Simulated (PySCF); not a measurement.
Pb+ (lead, charge +1) across methods

[Xe] 4f14 5d10 6s1 6p1 7s1, high-spin 4P determinant (an excited configuration). Calculation: PySCF 2.14, in aug-cc-pwCVTZ-DK3 (11s10p8d5f1g, 125 functions); scalar relativity by spin-free X2C-1e.

```json
{"method": "r2SCAN", "E (hartree)": "-20883.27", "mean ε 6s α (eV)": "-24.271", "mean ε 6p α (eV)": "-14.074", "mean ε 7s α (eV)": "-6.423", "Σ⟨r²⟩ (bohr²)": "81.45", "⟨S²⟩": "3.753"}
{"method": "PBE", "E (hartree)": "-20883.35", "mean ε 6s α (eV)": "-23.756", "mean ε 6p α (eV)": "-13.667", "mean ε 7s α (eV)": "-6.452", "Σ⟨r²⟩ (bohr²)": "80.84", "⟨S²⟩": "3.751"}
{"method": "LDA", "E (hartree)": "-20870.62", "mean ε 6s α (eV)": "-24.100", "mean ε 6p α (eV)": "-13.815", "mean ε 7s α (eV)": "-6.520", "Σ⟨r²⟩ (bohr²)": "80.45", "⟨S²⟩": "3.751"}
{"method": "PBE0", "E (hartree)": "-20883.04", "mean ε 6s α (eV)": "-25.100", "mean ε 6p α (eV)": "-14.737", "mean ε 7s α (eV)": "-6.824", "Σ⟨r²⟩ (bohr²)": "81.35", "⟨S²⟩": "3.751"}
```

Q: Estimate the same row for UHF.

A: E (hartree) = -20877.20506; mean ε 6s α (eV) = -28.309; mean ε 6p α (eV) = -17.444; mean ε 7s α (eV) = -7.596; Σ⟨r²⟩ (bohr²) = 84.07; ⟨S²⟩ = 3.753.

Spin-orbit coupling, absent here, splits the open shell strongly. The outer electron is Rydberg-like, and this basis confines it to a smaller radius and binds it less than a complete one would.
